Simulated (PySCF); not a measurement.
WSCl₄, SMILES [S]=[W]([Cl])([Cl])([Cl])[Cl], multiplicity 1.

Geometry: B3LYP-D3(BJ)/def2-SVP. The multiplicity is an assumed one; no other spin state was optimised. The isomer is the one that the SMILES or the coordinates give; other isomers of the formula were not compared. The def2 effective core potentials stand for the cores of W; spin–orbit coupling is left out.

Calculation: PySCF with ωB97X/def2-TZVP.

Isolated molecule, no solvent.

| Property | Result |
|---|---|
| total energy | -2306.35021 hartree |
| point group | C3v |
| highest occupied level | -11.01 eV |
| lowest empty level | -2.51 eV |
| orbital gap | 8.49 eV |
| dipole moment | 2.33 D |
| quadrupole, principal values (traceless, Buckingham form, about the centre of nuclear charge) | -5.77, 2.88, 2.88 D·Å |
| mean static polarisability | 117.9 bohr³ (17.47 Å³) |
| polarisability, principal values | 105.4, 105.4, 143.0 bohr³ |
